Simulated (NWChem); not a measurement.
Molecule: C4H7F; SMILES F/C=C\CC

```xyz
12

C      0.2790     2.1323     0.3977
C      0.2348     0.9281    -0.5386
C     -0.7946    -0.0837    -0.1455
C     -0.5515    -1.3576     0.1492
F      0.6741    -1.8852     0.1114
H      1.0239     2.8693     0.0607
H      0.5421     1.8290     1.4226
H     -0.6967     2.6421     0.4430
H      0.0180     1.2766    -1.5645
H      1.2215     0.4421    -0.5802
H     -1.8402     0.2342    -0.0771
H     -1.3113    -2.0882     0.4416
```
Atoms are numbered in this order, from 1.

Computed with NWChem. Pople sets run with spherical d functions. Structure relaxed at the PBE0/def2-SVP level. Level: PBE/6-31G* with SMD (1 M gas to 1 M solution), gas-phase geometry.

```tsv
solvent	dielectric constant	solvation free energy (kcal/mol)	cavity-dispersion-structure term (kcal/mol)	dipole in solution (D)
water	78.4	1.5	3.8	1.34
benzene	2.27	-2.7	-1.4	1.17
ethylene glycol	40.2	0.2	2.5	1.34
dimethyl sulfoxide	46.8	-1.0	1.3	1.34
acetonitrile	35.7	-2.4	-0.1	1.34
acetone	20.5	-2.6	-0.4	1.33
cyclohexanone	15.6	-2.0	0.2	1.32
```
